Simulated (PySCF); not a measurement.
CH₆O₃Si₂, SMILES O=C([SiH2]O)[SiH2]O. Atoms are numbered in the order given.

```xyz
12

O      0.0000     0.0000     1.3448
C      0.0000     0.0000     0.1127
Si    -1.7655     0.0000    -0.6739
O     -2.7494     0.0000     0.6613
Si     1.7655     0.0000    -0.6739
O      2.7494     0.0000     0.6613
H     -1.9340     1.2134    -1.5196
H     -1.9340    -1.2134    -1.5196
H     -2.2067     0.0000     1.4664
H      1.9340    -1.2134    -1.5196
H      1.9340     1.2134    -1.5196
H      2.2067     0.0000     1.4664
```

Geometry optimised at ωB97X-D3(BJ)/def2-SVP. The structure was generated by enumeration, and PubChem lists no compound with its InChIKey, so it may never have been made. Other conformers were not sampled.

These are PySCF 2.14.0 with TDDFT-PBE0/def2-SVPD values and carry that method's errors.

Vertical excitations. The molecule is in vacuum. State labels are in the subgroup C2v.

Question: List the lowest excited states. (Estimate from the structure and the level; the computed values follow.)

Answer: 
```
state  symmetry  energy (eV)  λ (nm)      f                                            main pairs
-----  --------  -----------  ------  -----  ----------------------------------------------------
S1           A2         2.69     461  0.000                                        HOMO→LUMO 99 %
S2           B1         5.15     241  0.007                                      HOMO→LUMO+1 97 %
S3           B1         5.44     228  0.028                                      HOMO−1→LUMO 97 %
S4           A1         5.55     223  0.020                                      HOMO−2→LUMO 99 %
S5           B1         6.35     195  0.025                                      HOMO→LUMO+2 98 %
S6           A2         6.40     194  0.000                                      HOMO−3→LUMO 95 %
S7           A1         6.64     187  0.001                                      HOMO→LUMO+3 90 %
S8           A2         6.94     179  0.000                                    HOMO−1→LUMO+1 94 %
S9           B2         7.06     176  0.005                                    HOMO−2→LUMO+1 90 %
S10          B1         7.14     174  0.198                                      HOMO→LUMO+4 92 %
T1           A2         1.98     625      0                                        HOMO→LUMO 99 %
T2           B1         4.90     253      0                                      HOMO→LUMO+1 98 %
T3           A1         5.23     237      0  HOMO−2→LUMO 64 %, HOMO−4→LUMO 21 %, HOMO−9→LUMO 14 %
T4           B1         5.23     237      0                                      HOMO−1→LUMO 99 %
```
Triplets are in the Tamm–Dancoff approximation, which puts them higher than full response would, so one can lie above its singlet here.
